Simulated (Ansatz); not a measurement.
**Interaction energy ladder**

The pair of CH4 (SMILES C, atoms 1–5) and H2 (SMILES [H][H], atoms 6–7), both closed shells, in one local arrangement (a lower one may exist), relaxed at PBE0-D4/def2-TZVP:

C1  (-0.083, -0.020, -1.053)
H2  (-0.239, 0.835, -1.710)
H3  (0.057, -0.919, -1.652)
H4  (-0.952, -0.145, -0.408)
H5  (0.804, 0.150, -0.441)
H6  (0.143, -0.037, 2.274)
H7  (0.271, 0.135, 2.989)
(Å)

Program: Ansatz 0.2.0. Basis: def2-TZVPPD, with def2-QZVPPD for the basis limit. Cores are frozen in the correlated methods. B3LYP uses VWN-RPA correlation. Extrapolation: Hartree–Fock as exp(−7.88 √X), correlation as X^−2.97. Interaction energies count from these two fragments, frozen as in the pair, with the counterpoise correction; negative means bound.

Problem. What is the interaction energy by CCSD(T) at an estimated basis limit (MP2 extrapolated from triple and quadruple zeta, plus CCSD(T) − MP2 in triple zeta)? (An estimate is asked for; the value comes from the calculation.)

Solution. Computed: -0.20 kcal/mol. Hartree–Fock alone gives 0.16 kcal/mol at the basis limit, so without correlation the pair would not bind at this distance. It counts from the two fragments frozen as in the pair.

The same quantity by other methods in triple zeta, and each one's difference from that estimate:
```tsv
method	E_int (kcal/mol)	difference
PBE-D4	-0.37	-0.17
revPBE-D4	-0.29	-0.09
BLYP-D4	-0.07	0.13
r2SCAN-D4	-0.06	0.14
B97M-V	-0.20	0.00
PBE0-D4	-0.29	-0.10
B3LYP-D4	-0.14	0.06
HSE06-D4	-0.30	-0.10
wB97X-V	-0.20	0.00
wB97M-V	-0.15	0.05
B2PLYP	0.01	0.21
HF	0.16	0.36
MP2	-0.15	0.05
CCSD	-0.13	0.07
CCSD(T)	-0.17	0.03
```
Differences are method less estimate.

Problem. Which atoms make the shortest contact between the fragments?

Solution. H5 and H6, 2.80 Å apart.

Basis-set superposition shift (counterpoise-corrected less uncorrected): CCSD(T) 0.04; MP2 0.04; HF 0.01; PBE0-D4 0.01; wB97M-V 0.02 kcal/mol.

No T1 diagnostic of these runs exceeds 0.008.

For scale, one of the runs: CCSD(T)/def2-TZVPPD, 139 basis functions, launched by `ansatz run in.yaml --threads 2 --pin off --events-out ev --progress --plain --max-ram 5222MiB`. Time: 4.4 s of wall clock on 2 CPU threads of an Arm Neoverse V1; the host was shared. Peak host memory: 0.75 GiB.
